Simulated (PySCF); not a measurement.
BrH3S3Ti, SMILES [Ti]([SH])([Br])([SH])[SH], multiplicity 1. Atoms are numbered in the order given.

```xyz
8

Ti    -0.2918     0.1932    -0.0505
Br     1.6710    -1.0504     0.1657
S     -0.2967     2.0782     1.1616
H      0.0374     1.3396     2.2526
S     -0.6259     0.8718    -2.1700
H     -1.9608     0.7779    -1.9499
S     -2.1064    -0.9241     0.6956
H     -1.6802    -2.0206     0.0156
```

Geometry: PBE0-D3(BJ)/def2-SVP. The spin state was assumed, not searched. Other conformers were not sampled.

Vertical ionisation energy (IE) and electron affinity (EA) in eV. Rows of orbital energies are one-electron estimates. Where ΔSCF, EOM or ADC give a negative EA the extra electron is unbound and the value depends on the basis.

```tsv
level	IE	EA
−ε(HOMO), −ε(LUMO), HF/def2-TZVP (PySCF)	10.71	-0.81
−ε(HOMO), −ε(LUMO), PBE/def2-TZVP (PySCF)	6.84	3.98
```
